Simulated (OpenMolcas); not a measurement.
# What dynamic correlation does to the levels of neutral arsenic

```json
{"Program": "OpenMolcas", "Basis": "ANO-RCC-VTZP [6s5p3d1f]", "Scalar Hamiltonian": "DKH2, point nucleus", "Active space": "3 electrons in 3 orbitals (4p)", "State averaging": "2S+1 = 4 odd, 1 root; 2S+1 = 2 odd, 8 roots", "Spin-orbit coupling": "state interaction with AMFI integrals over the reference wave functions, term energies averaged over their components"}
```

Methods on the same reference wave functions:
A. CASSCF
B. SS-CASPT2, IPEA 0.25 Eh, imaginary shift 0.1 Eh (closed shells correlated: 3d 4s)
C. XMS-CASPT2, IPEA 0.25 Eh, imaginary shift 0.1 Eh (closed shells correlated: 3d 4s)

Energies in cm⁻¹ above 4s² 4p³ ⁴S°_3/2, the measured ground level; measured values from NIST Handbook of Basic Atomic Spectroscopic Data.

| Level | A | B | C | Measured |
| --- | --- | --- | --- | --- |
| 4s² 4p³ ⁴S°_3/2 | 0.0 | 0.0 | 0.0 | 0.0 |
| 4s² 4p³ ²D°_3/2 | 14532 | 11600 | 10930 | 10593 |
| 4s² 4p³ ²D°_5/2 | 14712 | 11810 | 11160 | 10915 |
| 4s² 4p³ ²P°_1/2 | 24284 | 19890 | 18720 | 18186 |
| 4s² 4p³ ²P°_3/2 | 24525 | 20170 | 19020 | 18648 |

Deviations, from unrounded energies. A percentage is the sum of absolute deviations over the sum of measured energies, with the sign that they share, or ± where signs differ.

```csv
Against measurement,Levels,A,B,C
mean absolute deviation (cm-1),4,4900,1300,370
other terms of the ground configuration (%),4,+33.8,+8.8,+2.6
```

C lies closest to measurement on these levels and A furthest from it. The largest miss of C in the table is 4s² 4p³ ²P°_1/2, by +540 cm-1. The ranking rests on the paired levels alone, and a cruder setting can come out closer through cancelling errors.

Between B and C the level of the table that moves most is 4s² 4p³ ²P°_1/2, by 1200 cm-1 (lowest in C, highest in B). Moves below CASPT2's spread within the term are not significant.

The mean deviations of B to C differ by less than CASPT2's widest spread within a term (1900 cm-1), so their order carries little weight.

From A to B the spin-free energies of the other terms of 4s² 4p³ shown, above ⁴S°, scale by factors of 0.80 to 0.82.

The lowest spin-free term lies below A's lowest term by 0.124 hartree in B, 0.124 hartree in C.

CASPT2 does not keep the components of a term degenerate, so their means are used; among the terms shown or strongly mixed into the levels shown the widest spread is 1900 cm-1 (4s² 4p³ ²D°, C). With the s shell closed, the reference lacks s² → p² mixing. Without dynamic correlation excited terms often stand tens of per cent too high (terms of higher spin than the ground term too low), and those without a measured partner can miss by more than the paired ones (holds for A). Measured partners are found by configuration, term and J. A level has none where our copy of the source lacks it or the pairing is in doubt (some pairs that miss far off the trend of their configuration count as doubtful), and it then counts in no deviation. Levels of configurations outside the active space are missing.

° marks odd parity.
